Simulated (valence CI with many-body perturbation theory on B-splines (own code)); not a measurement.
Results of a calculation; reference values are marked as such.
# Level structure of Br¹²⁺

Level of theory: configuration interaction combined with many-body perturbation theory (CI+MBPT): five valence electrons over a frozen Dirac-Fock core [Ar], radial functions for each j: 7 s, 7 p, 8 d, 6 f, 4 g, 1 h, with the one-electron correlation potential Σ1 (screened to all orders), the two-electron term Σ2, the three-electron term Σ3, Breit, model QED; selected single and double excitations, second order for the rest, scaled by the run's own slope (own B-spline code, finite nucleus).

No measured levels were compared; by estimate terms of the open shell hold to 2 to 4 % of their energy, and close levels can change places. Among the levels kept, up to 470 cm⁻¹ of a level comes from second order outside the variational space, and about a tenth of that is noise between levels of different J, which matters for small intervals. Only levels of the ground parity were solved; by the run's estimate the other parity begins above the list, which can be wrong where configurations are misplaced.

Levels 1 to 31 of 31, with energies above the lowest level, 3d5 6S_5/2. "Leading %" is the weight of the configuration and term that name the level; weights of strongly mixed levels are sums over their largest components and can fall short, so below about 35 % the name and the second component can differ from the true leading terms, or belong to a minority configuration. In the jj column 3d3/2^4 stands for four electrons in 3d with j = 3/2.

```
No.  Configuration  Term     J  E (eV)  Leading %               Leading jj  Second component      g
  1            3d5    6S   5/2   0.000         98   3d3/2^2 3d5/2^3 (41 %)                    1.995
  2            3d5    4G   5/2   8.620         90   3d3/2^2 3d5/2^3 (32 %)        5 % 3d5 2F  0.621
  3            3d5    4G  11/2   8.725         98   3d3/2^2 3d5/2^3 (48 %)                    1.268
  4            3d5    4G   7/2   8.749         96   3d3/2^3 3d5/2^2 (45 %)                    0.991
  5            3d5    4G   9/2   8.805         98   3d3/2^2 3d5/2^3 (64 %)                    1.171
  6            3d5    4P   5/2   9.311         62     3d3/2^4 3d5/2 (36 %)       27 % 3d5 4D  1.473
  7            3d5    4P   3/2   9.544         70   3d3/2^3 3d5/2^2 (63 %)       29 % 3d5 4D  1.563
  8            3d5    4P   1/2   9.824         84   3d3/2^2 3d5/2^3 (53 %)       15 % 3d5 4D  2.261
  9            3d5    4D   7/2  10.574         95   3d3/2^2 3d5/2^3 (61 %)                    1.414
 10            3d5    4D   1/2  10.956         85   3d3/2^2 3d5/2^3 (79 %)       15 % 3d5 4P  0.398
 11            3d5    4D   5/2  11.071         68   3d3/2^3 3d5/2^2 (31 %)       25 % 3d5 4P  1.416
 12            3d5    4D   3/2  11.126         69     3d3/2 3d5/2^4 (46 %)       29 % 3d5 4P  1.341
 13            3d5    2I  11/2  12.561         91   3d3/2^2 3d5/2^3 (51 %)        8 % 3d5 2H  0.937
 14            3d5    2I  13/2  12.785        100  3d3/2^2 3d5/2^3 (100 %)                    1.076
 15            3d5    2D   5/2  13.258         49     3d3/2 3d5/2^4 (28 %)       37 % 3d5 2F  1.075
 16            3d5    2D   3/2  13.695         71   3d3/2^2 3d5/2^3 (63 %)       27 % 3d5 4F  0.702
 17            3d5    2F   7/2  14.050         58   3d3/2^3 3d5/2^2 (55 %)       32 % 3d5 4F  1.147
 18            3d5    4F   9/2  14.266         68   3d3/2^3 3d5/2^2 (55 %)       26 % 3d5 2G  1.253
 19            3d5    4F   5/2  14.604         82   3d3/2^2 3d5/2^3 (73 %)       16 % 3d5 2F  1.008
 20            3d5    4F   7/2  14.860         53     3d3/2 3d5/2^4 (69 %)       40 % 3d5 2F  1.202
 21            3d5    4F   3/2  15.098         71     3d3/2 3d5/2^4 (54 %)       27 % 3d5 2D  0.520
 22            3d5    2H   9/2  15.248         62   3d3/2^2 3d5/2^3 (86 %)       22 % 3d5 4F  1.032
 23            3d5    2F   5/2  15.842         52           3d5/2^5 (50 %)       40 % 3d5 2D  1.015
 24            3d5    2G   7/2  15.873         89   3d3/2^2 3d5/2^3 (79 %)        9 % 3d5 2F  0.917
 25            3d5    2H  11/2  15.950         90     3d3/2 3d5/2^4 (77 %)        8 % 3d5 2I  1.078
 26            3d5    2G   9/2  16.513         58     3d3/2 3d5/2^4 (70 %)       32 % 3d5 2H  1.065
 27            3d5    2F   5/2  16.888         86   3d3/2^2 3d5/2^3 (56 %)        8 % 3d5 4F  0.888
 28            3d5    2F   7/2  17.056         88     3d3/2 3d5/2^4 (47 %)        9 % 3d5 4F  1.144
 29            3d5    2S   1/2  18.426         98   3d3/2^3 3d5/2^2 (39 %)                    1.995
 30            3d5    2D   3/2  20.564         99   3d3/2^3 3d5/2^2 (35 %)                    0.801
 31            3d5    2D   5/2  20.768         95     3d3/2 3d5/2^4 (41 %)        4 % 3d5 2F  1.186
```

Names give the largest LS component (configuration and term), which can be under half, so a name can repeat, a term be missing and a line seem to break the LS rules; names also repeat where a configuration has a term twice.

The ionisation energy to 3d4 5D_0 of the next ion comes out as 392.35 eV (NIST: 393 ± 3 eV (theoretical)). All 31 levels together are meant to be complete up to 21.574 eV.
